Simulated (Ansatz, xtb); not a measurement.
**A geometry optimisation of BClH2OSi with r2SCAN-D4/def2-SVP**

The starting geometry of this gas-phase singlet was built from a drawn formula by distance geometry and a force field; its bonds are those of `O=[B-]([SiH2+])Cl`.

```xyz
6

B    -1.3903   -4.1123   -1.3078
Cl   -0.9044   -3.1784   -2.8373
O    -1.0994   -5.3951   -1.1826
Si   -2.4400   -3.2426    0.1035
H    -2.8373   -4.0190    1.2610
H    -2.8112   -1.8349   -0.0596
```

Predict what becomes of its bonds when it is optimised with r2SCAN-D4/def2-SVP.

It rearranges to `ClB1O[SiH2]1`. Contacts that close: O3–Si4 (2.84 → 1.80 Å).

The energy falls by 2.30 eV over 16 steps:

```csv
step,E − E(last) (eV)
1,2.295
3,1.783
4,1.635
6,1.144
8,0.444
9,0.219
11,0.011
13,0.000
14,0.000
16,0.000
```

Final geometry (Å):

```xyz
6

B    -1.2404   -3.7086   -1.4893
Cl   -0.0513   -3.6429   -2.7549
O    -2.1956   -4.6013   -1.2142
Si   -2.3090   -3.3189    0.0445
H    -2.0580   -3.8778    1.4006
H    -3.6282   -2.6326   -0.0097
```

From the same start GFN2-xTB ends elsewhere, at `O=B[SiH2]Cl`.

No frequencies were run, so the end isn't proven a minimum. Run with Ansatz 0.2.0, 51 s on 1 thread of AMD EPYC 7R43 64-Core Processor (Zen 3) (shared host).
